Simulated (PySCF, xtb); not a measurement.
## Two structures of BFSi2

Structure a is a singlet given by its coordinates and structure b is a singlet given by its coordinates. Both are isolated molecules in the gas phase, relaxed with B3LYP-D3(BJ)/def2-SVP.

a (Å):

```yaml
atoms:
  - { symbol: B, position_ang: [-1.0941, 1.3303, 0.3059] }
  - { symbol: F, position_ang: [-0.8155, 3.8828, -1.8964] }
  - { symbol: Si, position_ang: [-0.9939, 2.5681, -0.9784] }
  - { symbol: Si, position_ang: [-1.5849, 0.2608, -1.1812] }
```

Close contacts (Å): B1–Si3 1.79, B1–Si4 1.90, F2–Si3 1.61, Si3–Si4 2.39.

b (Å):

```yaml
atoms:
  - { symbol: B, position_ang: [-0.1287, 1.0009, -0.0819] }
  - { symbol: F, position_ang: [-0.0790, 2.2717, 0.0719] }
  - { symbol: Si, position_ang: [-0.2762, -2.9246, -0.5536] }
  - { symbol: Si, position_ang: [-0.1978, -0.8099, -0.3006] }
```

Close contacts (Å): B1–F2 1.28, B1–Si4 1.83, Si3–Si4 2.13.

**Question.** Which of the two would you expect CCSD(T)/def2-SVP + ΔMP2/def2-TZVPP electronic energies to favour?

**Answer.** CCSD(T)/def2-SVP + ΔMP2/def2-TZVPP gives E(b) − E(a) = +16.0 kJ/mol, favouring structure a, but this leans on the basis-set step: CCSD(T) alone gives −9.1 kJ/mol.

Level by level:

```csv
level,geometry,E(b) − E(a) (kJ/mol),departure from the last row (kJ/mol),"job, with rough time for the two"
B3LYP-D3(BJ)/def2-SVP,B3LYP-D3(BJ)/def2-SVP,−22.4,−38.4,"optimisation, 42 s"
HF/def2-SVP,B3LYP-D3(BJ)/def2-SVP,+6.4,−9.6,part of the CCSD(T) run
MP2/def2-SVP,B3LYP-D3(BJ)/def2-SVP,−8.9,−24.9,part of the CCSD(T) run
CCSD(T)/def2-SVP,B3LYP-D3(BJ)/def2-SVP,−9.1,−25.1,single point
CCSD(T)/def2-SVP + ΔMP2/def2-TZVPP,B3LYP-D3(BJ)/def2-SVP,+16.0,,"single point, 16 s"
```

B3LYP-D3(BJ)/def2-SVP, MP2/def2-SVP, CCSD(T)/def2-SVP put the two in the other order. The largest departure from CCSD(T)/def2-SVP + ΔMP2/def2-TZVPP is that of B3LYP-D3(BJ)/def2-SVP, 38.4 kJ/mol. No reliable frequencies are at hand for a, so it isn't confirmed as a minimum. Levels run at GFN2-xTB geometries aren't shown. The last row adds to CCSD(T) the change of the MP2 difference between the two basis sets, here +25.1 kJ/mol, a large step that makes the value less sure.

The T1 diagnostic of structures a and b is large, so the coupled-cluster value is less sure. The correlated steps freeze 12 core orbitals. Codes used: PySCF 2.14.0, xtb 6.7.1; the last row on 2 threads of Arm Neoverse V1 on a shared host.
